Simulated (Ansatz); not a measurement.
Reaction (redistribution): `Cl[SiH2][NH][GeH2][Cl]` + `BCC(C)=O` → `B[CH2][GeH2][Cl]` + `CC(=O)N[SiH2]Cl`

Computed with Ansatz on PBE0-D4/def2-TZVP structures; ΔE is electronic, products minus reactants. CCSD(T)/CBS adds triple-zeta CCSD(T) − MP2 to the extrapolated MP2 energy (def2 sets, frozen cores). DFT in def2-TZVPP. B3LYP here is the variant with VWN-RPA as its local correlation; programs differ in this. For Ge outer-core shells are correlated without core-valence functions, which leaves a few kJ/mol of doubt a bond. Scalar relativity is left out up to krypton. Each species was taken in one conformer, which may not be the lowest.

`Cl[SiH2][NH][GeH2][Cl]`:

Cartesian coordinates in Å:
```
Cl -0.714 2.880 0.778
Si -0.034 0.985 1.226
N -0.625 -0.200 0.149
Ge 0.244 -0.894 -1.297
Cl 1.070 -2.822 -0.781
H -0.488 0.711 2.606
H 1.439 1.018 1.096
H -1.561 -0.551 0.296
H 1.417 0.024 -1.638
H -0.748 -1.151 -2.434
```

`BCC(C)=O`:

Z-matrix (Å, degrees):
```
C
C 1 1.504
B 1 1.557 2 115.3
H 1 1.107 2 109.6 3 112.7
H 1 1.092 2 110.4 3 -129.5
O 2 1.206 1 120.9 3 105.1
C 2 1.505 1 117.0 3 -74.4
H 3 1.195 1 119.8 2 -157.3
H 3 1.197 1 121.1 2 26.1
H 7 1.088 2 110.1 1 168.5
H 7 1.095 2 109.0 1 -71.9
H 7 1.092 2 111.2 1 46.0
```

`B[CH2][GeH2][Cl]`:

Cartesian coordinates in Å:
```
B -0.075 -1.600 0.308
C -0.787 -0.254 0.125
Ge 0.608 1.083 -0.264
Cl -0.424 2.964 -0.508
H 0.338 -1.930 1.383
H 0.145 -2.307 -0.633
H -1.448 -0.185 -0.743
H -1.276 0.146 1.016
H 1.334 0.811 -1.587
H 1.587 1.272 0.901
```

`CC(=O)N[SiH2]Cl`:

Z-matrix (Å, degrees):
```
C
C 1 1.499
H 1 1.087 2 109.4
H 1 1.093 2 110.2 3 -120.5
H 1 1.093 2 110.4 3 120.6
O 2 1.223 1 123.8 3 0.8
N 2 1.357 1 119.0 3 -179.3
Si 7 1.750 2 111.2 1 -179.9
H 7 1.006 2 121.8 1 0.1
Cl 8 2.068 7 103.1 2 179.9
H 8 1.473 7 112.4 2 65.2
H 8 1.473 7 112.5 2 -65.3
```

```tsv
level	ΔE (kJ/mol)	difference from CCSD(T)/CBS
PBE-D4	-41.1	-11.5
ωB97X-V	-32.0	-2.4
ωB97M-V	-33.9	-4.3
B2PLYP	-31.6	-2.0
r2SCAN	-39.7	-10.1
PBE0	-39.6	-10.0
B3LYP	-32.7	-3.1
HF/def2-TZVPP	-19.8	9.8
SCS-MP2/def2-TZVPP	-27.1	2.5
CCSD(T)/def2-TZVPP	-29.8	-0.2
HF/def2-QZVPP	-18.3	11.3
MP2/def2-QZVPP	-31.6	-2.0
SCS-MP2/def2-QZVPP	-26.2	3.4
HF/CBS(def2)	-18.1	11.5
MP2/CBS(def2)	-32.0	-2.4
CCSD/CBS(def2)	-27.1	2.5
CCSD(T)/CBS	-29.6	0
```

Largest T1 diagnostic among the species: 0.014.

In def2-TZVPP, CCSD(T) changes the Hartree–Fock value by −10.0 kJ/mol (the triples alone add −2.5 kJ/mol) and MP2 by −12.4 kJ/mol.
